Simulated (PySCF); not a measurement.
**Structure from 2D NMR**

Compound of formula C9H8O. Correlations simulated from computed shifts and the bond graph:

HSQC (one-bond C–H):
```csv
δH,δC
8.03,123.5
7.31,128.1
7.31,123.7
7.23,123.6
6.96,129.1
5.93,129.1
```

COSY cross peaks (H two or three bonds apart, from the bond graph; peaks can be absent where the dihedral angle is near 90°):
```csv
δH,δH
8.03,7.31
7.31,7.31
7.23,6.96
7.23,5.93
6.96,5.93
```

HMBC (two and three bonds, from the bond graph):
```csv
δH,δC
8.03,"172.6, 129.7, 128.1, 123.7, 123.5"
7.31,"123.7, 123.5"
7.31,"129.7, 128.1, 123.7, 123.5"
7.23,"172.6, 129.7, 129.1"
6.96,"172.6, 123.6"
5.93,"172.6, 123.6"
```

Carbons without hydrogens: δ 172.6, 129.7.

PySCF calculation with coordinates at the PBE0-D3(BJ)/def2-SVP level and shielding tensors at KT2/pcSseg-1 (GIAO); gas phase, a single conformation, equivalent nuclei averaged, relativity neglected.

δ = σ(ref) − σ, references computed at the same level: 1H (σref 31.18) and 13C (σref 183.22) vs TMS.

Exchangeable hydrogens are left out of these lists.

Assemble the structure.

Answers

`C1=CC(C(C=C)=O)=CC=C1`.

Numbering as in the mapped SMILES `[CH2:1]=[CH:2][C:3](=[O:4])[c:5]1[cH:6][cH:7][cH:8][cH:9][cH:10]1`. Hydrogens are named by the atom that carries them. Ha(C1) is cis to C3; Hb(C1) is trans to C3.

1. δC 172.6 is C3, a ketone carbonyl carbon.
2. δC 129.7 is C5, a substituted aromatic carbon.
3. δC 129.1 is C1, a β carbon of a C=C–C=O unit (δH 5.93, 6.96).
4. δC 128.1 is C8, an aromatic CH (δH 7.31).
5. δC 123.7 is C7/C9, an aromatic CH (δH 7.31).
6. δC 123.6 is C2, an α carbon of a C=C–C=O unit (δH 7.23).
7. δC 123.5 is C6/C10, an aromatic CH (δH 8.03).
8. HMBC from δH 8.03 reaches the proton-free carbons C3, C5.
9. HMBC from δH 7.31 reaches the proton-free carbon C5.
10. HMBC from δH 7.23 reaches the proton-free carbons C3, C5.
11. HMBC from δH 6.96 reaches the proton-free carbon C3.
12. COSY links 8.03–7.31, 7.31–7.31, 7.23–6.96, 7.23–5.93, 6.96–5.93.

This is the structure that produced the data.

Shifts are as computed. Against solution values, carbons near 30 ppm lie about +2 ppm off and those near 130 ppm about -5 ppm. Of 1211 compounds with measured shifts, 218 miss one by over three times the rms of a fit or turn the order of signals round; such compounds aren't used in these exercises.
